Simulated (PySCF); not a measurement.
Isomers of C3H5N. All species are isolated molecules in the gas phase. One relaxed conformer stands for each flexible species; it need not be the lowest. Strings in code marks are SMILES.

Level of theory: B3LYP-D3(BJ)/def2-TZVP (PySCF). B3LYP has the VWN-RPA correlation part, as in Gaussian. Excitations are Tamm–Dancoff values on a coarser integration grid. The basis has no diffuse functions, so Rydberg states are missing or too high.

A: `CCC#N`
B: `N=C=CC`
C: `NC1=CC1`
D: `N=C1CC1`
E: `CC#CN`
F: `C=C=CN`

**Question.** A design calls for the highest S1 excitation (TDA) in this set. Which member fits?

**Answer.** A (7.73 eV); next is E (5.36 eV).
